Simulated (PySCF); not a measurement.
All values below come from TPSSh-D3(BJ)/def2-TZVP // CAM-B3LYP-D3(BJ)/def2-TZVP in PySCF 2.14.0. All species are isolated molecules in the gas phase. One relaxed conformer stands for a flexible species; it need not be the lowest. Excitations are Tamm–Dancoff values on a coarser integration grid. The basis has no diffuse functions, so Rydberg states are missing or too high.

Reference species (SMILES): `BC(=C)CC#N` (neutral, multiplicity 1).

The HOMO–LUMO gap comes out as 5.25 eV, the brightest of the four lowest singlets (TDA) is 5.86 eV and the T1 excitation (TDA) is 3.60 eV.

After one change: the HOMO–LUMO gap increases by 0.08 eV; the brightest of the four lowest singlets (TDA) decreases by 0.13 eV; the T1 excitation (TDA) increases by 0.06 eV.

Question: What was changed between the two runs? The new species is one of these.
(A) `B/C=C(/C)C#N`
(B) `B/C(C#N)=C\C`
(C) `B/C(C#N)=C/C`
(D) `B/C=C/CC#N`

Answer: D, `B/C=C/CC#N`
